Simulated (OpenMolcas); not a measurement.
**Worked example: vertical ionisation energy of Si2H2OF2 (SMILES F[Si]1(F)O[SiH2]1)**

The species is Si2H2OF2 (7 atoms), meant as a singlet with charge 0. SMILES: `F[Si]1(F)O[SiH2]1`. The coordinates come from a PBE0-D4/def2-TZVP relaxation.

Both states at this one shape; open shells run unrestricted unless said. 1 Eh = 27.2114 eV.

| level | program | singlet Si2H2OF2 (Eh) | doublet [Si2H2OF2]+ (Eh) | HOMO of the first (eV) |
| --- | --- | --- | --- | --- |
| TPSS/def2-SVP | OpenMolcas | -854.897072 | -854.539442 | -6.49 |
| B3LYP/6-31G* (Cartesian functions) | OpenMolcas | -855.233387 | -854.871382 | -7.32 |
| BHLYP/def2-SVP | OpenMolcas | -854.720744 | -854.352778 | -8.78 |
| M06-2X/def2-SVP | OpenMolcas | -854.707451 | -854.337289 | -8.73 |

Problem. Work out the vertical ionisation energy at each level.

Solution. 
1. TPSS/def2-SVP: -854.539442 − (-854.897072) = 0.357630 Eh = 9.73 eV; −ε(HOMO) = 6.49 eV.
2. B3LYP/6-31G* (Cartesian functions): -854.871382 − (-855.233387) = 0.362005 Eh = 9.85 eV; −ε(HOMO) = 7.32 eV.
3. BHLYP/def2-SVP: -854.352778 − (-854.720744) = 0.367966 Eh = 10.01 eV; −ε(HOMO) = 8.78 eV.
4. M06-2X/def2-SVP: -854.337289 − (-854.707451) = 0.370162 Eh = 10.07 eV; −ε(HOMO) = 8.73 eV.

No measured value is set beside it here; the levels span 9.73 to 10.07 eV. In semi-local functionals −ε(HOMO) lies far under the ionisation energy, a result of self-interaction, while the difference of totals does much better.
